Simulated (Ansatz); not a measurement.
A nudged elastic band was laid between two geometries of BFH2O + BrH (7 atoms, charge 0, multiplicity 1).

Computed with Ansatz 0.2.0, RHF/def2-SVP.

```
movable images  : 5
climbing image  : yes
spring          : 5.0 eV/Å²
optimiser       : quadratic models (default)
start path      : through a guess of the saddle point
force threshold : 0.05 eV/Å
iteration limit : 60
end points      : relaxed
```

First end point:

```xyz
7
Properties=species:S:1:pos:R:3
B -0.157 -0.580 -0.089
O -0.461 0.150 0.994
H -1.115 -0.237 1.561
H 0.650 -0.192 -0.873
F -0.767 -1.733 -0.282
Br 0.690 3.458 2.121
H 0.296 2.189 1.643
```

Last end point:

```xyz
7
Properties=species:S:1:pos:R:3
B 0.056 0.414 0.018
O -0.088 0.000 1.673
H -0.950 -0.372 1.835
H 1.084 -0.079 -0.328
F -1.094 -0.094 -0.456
Br 0.100 2.434 0.089
H 0.028 0.753 2.243
```

Question: What changes between the two ends?

Answer: Bonds broken: Br6–H7. Bonds formed: B1–Br6, O2–H7. BFH2O + BrH becomes BBrFH3O.

Question: Give the energies along the band, and the barrier.

Answer: The forces met the threshold. The highest image is number 5 of 0 to 6, 1.47 eV above the first end and 0.79 eV above the last; the last end lies 0.68 eV above the first. A vibrational analysis at the climbing image gives one clearly imaginary mode, 440i cm⁻¹: a first-order saddle point. The orbitals stay closed-shell, which can raise the energy where a bond breaks towards radicals; this wasn't checked here.

```tsv
image	path coordinate (Å)	energy (eV)	Br6–H7 (Å)	B1–Br6 (Å)	O2–H7 (Å)
0	0.00	0.00	1.41	4.68	2.27
1	0.69	0.01	1.41	4.47	2.28
2	1.39	0.03	1.41	4.17	2.34
3	2.08	0.06	1.41	3.71	2.32
4	2.78	0.34	1.43	3.15	1.84
5	3.47	1.47	1.89	2.77	1.07
6	4.55	0.68	2.73	2.02	0.95
```

Question: What is the geometry of the highest image?

Answer: 
```xyz
7
Properties=species:S:1:pos:R:3
B 0.017 -0.044 0.109
O -0.102 0.011 1.571
H -0.989 -0.158 1.883
H 1.094 -0.120 -0.359
F -1.091 -0.355 -0.489
Br 0.127 2.666 0.684
H 0.081 1.055 1.675
```

Question: What are the harmonic wavenumbers there?

Answer: 440i, 166, 320, 436, 477, 657, 958, 1009, 1144, 1162, 1436, 1593, 2106, 2937, 4047 cm⁻¹.

Run time: 2.8 min on 1 thread of Arm Neoverse V2, on a shared host, peak memory 0.17 GiB.
